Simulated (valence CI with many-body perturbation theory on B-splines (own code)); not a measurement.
**Questions on Tc37+**

Calculated by configuration interaction combined with many-body perturbation theory (CI+MBPT): four valence electrons over a frozen Dirac-Fock core [He], a basis of 9 s, 9 p, 8 d, 6 f, 3 g, 1 h functions for each j, with the one-electron correlation potential Σ1 (screened to all orders), the two-electron term Σ2, the three-electron term Σ3, Breit, model QED; selected single and double excitations, second order for the rest, scaled by the run's own slope (own B-spline code, finite nucleus).

No measured spectrum was set against this ion. As an estimate, large intervals hold to a few tenths of a per cent, small ones and those within an open d or f shell to about a per cent. Among the levels kept, up to 990 cm⁻¹ of a level comes from second order outside the variational space, and about a tenth of that is noise between levels of different J, which matters for small intervals.

Levels are named by their leading jj configuration (3d3/2^4 stands for four electrons in 3d with j = 3/2), which in mixed levels can hold well under half, so a name can repeat and another be missing.

Rates and lifetimes use the calculated energies. Strong lines usually hold to 10 to 20 %, long lifetimes can be off by a factor of two.

**Question.** What is the ground level?

**Answer.** (2s^2 2p1/2^2) J=0, composition 74 % 2s2 2p2 3P + 25 % 2s2 2p2 1S.

**Question.** How well does LS coupling describe the low levels?

**Answer.** Among the lowest 20 levels the leading LS term, summed over configurations, holds 65 % on average. For single configurations the figures are 65 % in LS and 96 % in jj coupling. Terms mix most in the J = 1 level at 3395.3 × 10³ cm⁻¹, where the leading one holds 36 %.

**Question.** Where does the other parity begin?

**Answer.** At (2s 2p1/2^2 2p3/2) J=2, 1991.2 × 10³ cm⁻¹.

**Question.** What are the static dipole polarisabilities of the lowest levels?

**Answer.** (2s^2 2p1/2^2) J=0 0.00133; (2s^2 2p1/2 2p3/2) J=1 0.00163 (tensor 8.8e-05) bohr³, of which the core gives 2.45e-06.

**Question.** Among levels below 26419 × 10³ cm⁻¹, which E1 lines absorb most strongly from the ground level?

**Answer.** to (2s^2 2p1/2 3d3/2) J=1 at 0.3935 nm, f = 1.42; to (2s 2p1/2^2 3p3/2) J=1 at 0.3847 nm, f = 0.403; to (2s 2p1/2^2 2p3/2) J=1 at 4.186 nm, f = 0.132.
